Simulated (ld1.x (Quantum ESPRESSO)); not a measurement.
u(r) = r·R(r): atom against pseudo-atom (vanadium (V))

Columns: radius, all-electron u(r) and pseudo u(r) of the 3d shell (level -5.18 eV) of vanadium in the configuration [Ar] 3d3 4s2 4p0; PBEsol, scalar-relativistic, PAW scheme, ld1.x (Quantum ESPRESSO) 7.5.

```tsv
r (bohr)	all-electron	pseudo
0.138	0.0819	0.0067
0.275	0.3004	0.0495
0.413	0.5199	0.1485
0.550	0.6780	0.2963
0.688	0.7712	0.4659
0.825	0.8093	0.6163
0.963	0.8094	0.7178
1.100	0.7856	0.7569
1.238	0.7478	0.7444
1.375	0.7032	0.7036
1.513	0.6555	0.6555
1.650	0.6081	0.6081
1.788	0.5619	0.5619
1.925	0.5184	0.5184
2.062	0.4778	0.4778
2.200	0.4399	0.4399
2.338	0.4049	0.4049
2.475	0.3729	0.3729
2.613	0.3432	0.3432
2.750	0.3160	0.3160
2.888	0.2907	0.2907
3.025	0.2676	0.2676
3.162	0.2463	0.2463
3.300	0.2265	0.2265
3.438	0.2082	0.2082
3.575	0.1915	0.1915
```

**Question.** How many radial nodes do the two functions have?

**Answer.** The all-electron 3d function has n − l − 1 = 0; the pseudo-wave has 0.

**Question.** At about which radius was the pseudo-wave matched?

**Answer.** 1.50 bohr, where the columns begin to agree (steps of 0.14 bohr).

**Question.** Where does each function peak?

**Answer.** Outermost all-electron maximum near 0.96 bohr, pseudo maximum near 1.10 bohr (to the table’s step).

**Question.** Is the pseudo-wave norm-conserving?

**Answer.** No, it belongs to a PAW set: the norm inside the radius is not constrained, and the difference is carried by the augmentation charge.
